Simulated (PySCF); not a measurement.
NMR problem set

Theoretical values (PySCF 2.14.0 with density-fitted response routines): GIAO PBE0/pcSseg-1 shieldings, geometry: GFN2-xTB. Fast rotation and ring inversion assumed for equivalent nuclei, one conformer, no solvent, relativity neglected.

Shifts are taken against calculated references (same method and geometry level): $^{1}$H (σref 31.72), $^{13}$C (σref 186.93) vs TMS. Splittings of carbon signals by F and P are missing where no couplings were computed. Where no couplings were computed, multiplicities follow the n + 1 count of equivalent neighbours, and m marks all less simple cases (inequivalent or close neighbours, rings, F or P nearby). Shifts are as computed. Against solution values, carbons near 30 ppm lie about +3 ppm off and those near 130 ppm about +5 ppm; carbons on Cl a further +6 ppm. Of 1211 compounds with measured shifts, 218 miss one by over three times the rms of a fit or turn the order of signals round; such compounds aren't used in these exercises. Carbons bonded to Cl come out too deshielded.

**Question.** C5H6F4O2. $^{1}$H NMR (500 MHz, computed): δ 6.13 (m, 1H), 4.52 (m, 2H), 4.19 (m, 2H), 2.81 (m, 1H). $^{13}$C{$^{1}$H} NMR (computed): δ 133.5 (C), 116.7 (CH), 60.7 (CH2), 41.7 (CH). What is it?

**Answer.** `InChI=1S/C5H6F4O2/c6-4-10-1-3(2-11-4)5(7,8)9/h3-4H,1-2H2/t3-,4+`. Rings plus π bonds: 1 (1 ring in the answer). 4 carbon signals for 5 carbons: some carbons are equivalent by symmetry or fast rotation. Carbon types of the structure: 1 × C, 2 × CH, 2 × CH2, which accounts for all hydrogens. δC 133.5: CF3 carbon; 3 electronegative neighbours deshield it. δC 116.7: sp3 carbon bearing two oxygens; 3 electronegative neighbours deshield it. δC 60.7: sp3 CH2 bonded to O; the inductive effect lowers its shielding. δH 6.13: hydrogen on an sp3 carbon bearing two oxygens; its carbon carries F and O, which withdraws density.

This is the structure that produced the data.

**Question.** C7H15OP. $^{1}$H NMR (400 MHz, computed): δ 8.28 (m, 1H), 2.57 (m, 1H), 2.24 (m, 1H), 2.22 (m, 1H), 2.21 (m, 1H), 2.17 (m, 1H), 1.15 (s, 9H). $^{13}$C{$^{1}$H} NMR (computed): δ 64.3 (CH), 34.6 (C), 33.1 (CH2), 29.6 (CH3), 22.7 (CH2). Identify the compound.

**Answer.** `InChI=1S/C7H15OP/c1-7(2,3)6-4-5-9(6)8/h6,9H,4-5H2,1-3H3/t6-/m0/s1`. 5 carbon signals for 7 carbons: some carbons are equivalent by symmetry or fast rotation. Carbon types of the structure: 1 × C, 1 × CH, 2 × CH2, 3 × CH3, leaving 1 H on heteroatoms. δC 64.3: sp3 CH bonded to P. δC 34.6: quaternary sp3 carbon; saturated and bonded to C and H only. δC 29.6: methyl carbon; a saturated carbon with 1 carbon neighbour and no heteroatom attached. δH 1.15: hydrogen on a methyl carbon; far from electronegative atoms and π systems.

The shifts were computed for this structure.

**Question.** C5H7Cl2F. $^{1}$H NMR (600 MHz, computed): δ 5.60 (br s, 1H), 5.31 (br s, 1H), 2.98 (m, 2H), 1.94 (s, 3H). $^{13}$C{$^{1}$H} NMR (computed): δ 147.3 (C), 139.7 (C), 128.3 (CH2), 60.7 (CH2), 26.5 (CH3). Identify the compound.

**Answer.** SMILES C=C(C)CC(F)(Cl)Cl. Rings plus π bonds: 1 (no ring in the answer). 5 carbon signals for 5 carbons: no two carbons are equivalent. Carbon types of the structure: 2 × C, 2 × CH2, 1 × CH3, which accounts for all hydrogens. δC 147.3: fully substituted alkene carbon; as expected for a trigonal carbon in a double bond. δC 139.7: fully substituted sp3 carbon bonded to 2 Cl and F; 3 electronegative neighbours deshield it. δC 128.3: terminal =CH2 carbon; as expected for a trigonal carbon in a double bond. δC 60.7: allylic sp3 CH2.

This is the structure that produced the data.
